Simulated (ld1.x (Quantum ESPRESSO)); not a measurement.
## Transferability test, TM potential for beryllium (Be)

- Element: beryllium
- Generator: ld1.x (Quantum ESPRESSO) 7.5
- Type: norm-conserving Troullier–Martins (Kleinman–Bylander form)
- Functional: PBE
- Relativity: non-relativistic
- Frozen core: [He]
- Valence charge: 2
- Reference configuration: 2s2 2p0
- Partial waves: 2s (bound): rc 1.30 bohr; 2p (bound, empty): rc 4.20 bohr; 3d channel at 0.35 Ry: rc 4.50 bohr
- Local potential: the d channel
- Core correction: Bessel-smoothed model core inside 1.10 bohr

Energies are relative to the spin-unpolarised reference configuration 2s2 2p0; without spin polarisation the order of configurations can differ from experiment.

```
valence configuration  charge  ΔE all-electron (eV)  error AE − PS (meV)
              2s1 2p0      +1                 9.549                  +12
            2s1.5 2p0    +0.5                 3.760                 +2.7
              2s1 2p1       0                 3.610                  -24
              2s0 2p1      +1                13.456                 -207
```

Task: What are ΔE and the potential's error for 2s0 2p2?

Result: ΔE = 7.247 eV all-electron; the error (AE − PS) is -101 meV.

Levels in the configuration 2s1 2p1:

| level | all-electron (eV) | pseudo (eV) |
| --- | --- | --- |
| 2s | -6.163 | -6.238 |
| 2p | -2.535 | -2.560 |
